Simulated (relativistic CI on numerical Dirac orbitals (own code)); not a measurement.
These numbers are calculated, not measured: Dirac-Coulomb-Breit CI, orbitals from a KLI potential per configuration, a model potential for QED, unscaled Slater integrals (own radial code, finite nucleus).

CI space (outside the closed core [Ne]): 3s²3p⁶3d⁴, 3s²3p⁵3d⁵, 3s3p⁶3d⁵, 3s²3p⁶3d³4s, 3s²3p⁶3d³4p, 3s²3p⁶3d³4d, 3s²3p⁵3d⁴4s, 3s²3p⁶3d³4f, 3s²3p⁵3d⁴4p, 3s3p⁶3d⁴4s, 3p⁶3d⁵4p, 3s3p⁶3d⁴4p, 3s²3p⁶3d²4s4p, 3s²3p⁶3d³5s, 3s3p⁶3d⁴4d, 3s²3p⁶3d³5p, 3s²3p⁶3d³5d, 3s²3p⁶3d³5g, 3s²3p⁶3d³6s, 3p⁶3d⁶, 3p⁵3d⁷, 3p⁵3d⁶4s, 3p⁶3d⁵4s, 3p⁵3d⁵4s², 3s²3p⁶3d²4s², 3s²3p⁶3d4s²4p, 3s²3p⁶3d4s²4d, 3s²3p⁶3d²4p², 3s²3p⁶3d4s4p², 3s²3p⁶3d4p³, 3s²3p⁶3d4p²4d, 3s²3p⁵3d²4s4p², 3s²3p⁶3d²4s4d, 3s²3p⁶3d4s4p4d, 3s²3p⁶3d4s4d², 3s²3p⁵3d²4s²4d, 3s3p⁶3d³4s², 3s3p⁶3d²4s²4p, 3s3p⁶3d²4s²4d. Double excitations out of closed p, d and f shells are left out; levels of such configurations are missing from the list, as are those of other unlisted configurations, and high levels can miss mixing partners. These lack a partner that the ground configuration has and come out too high: 3s²3p⁵3d⁴4p.

At this charge energies of transitions that change n are usually good to better than 1 %, and those within a shell (Δn = 0) to a few per cent.

Outline of the computed level scheme of Ta LII. Lowest level of each configuration: 3s²3p⁶3d⁴ ³P0 at 0.000 eV; 3s²3p⁵3d⁵ ⁵D°4 at 356.935 eV.

Some strong electric-dipole decays among the lowest 45 levels: 3s²3p⁵3d⁵ ³D°1 → 3s²3p⁶3d⁴ ³P0 (1.5e+12 s⁻¹); 3s²3p⁵3d⁵ ³F°2 → 3s²3p⁶3d⁴ ⁵D1 (3.8e+10 s⁻¹); 3s²3p⁵3d⁵ ³D°1 → 3s²3p⁶3d⁴ ⁵D2 (7.9e+09 s⁻¹); 3s²3p⁵3d⁵ ⁵P°1 → 3s²3p⁶3d⁴ ⁵D0 (7.2e+09 s⁻¹); 3s²3p⁵3d⁵ ⁵D°4 → 3s²3p⁶3d⁴ ³F4 (6.3e+09 s⁻¹); 3s²3p⁵3d⁵ ³P°2 → 3s²3p⁶3d⁴ ³F3 (6.1e+09 s⁻¹); 3s²3p⁵3d⁵ ³F°2 → 3s²3p⁶3d⁴ ³F3 (5.7e+09 s⁻¹); 3s²3p⁵3d⁵ ³P°2 → 3s²3p⁶3d⁴ ⁵D1 (5.3e+09 s⁻¹).

LS names give the leading component of a level, which can be under half, so a name can repeat, a term be missing and a line seem to break the LS rules.
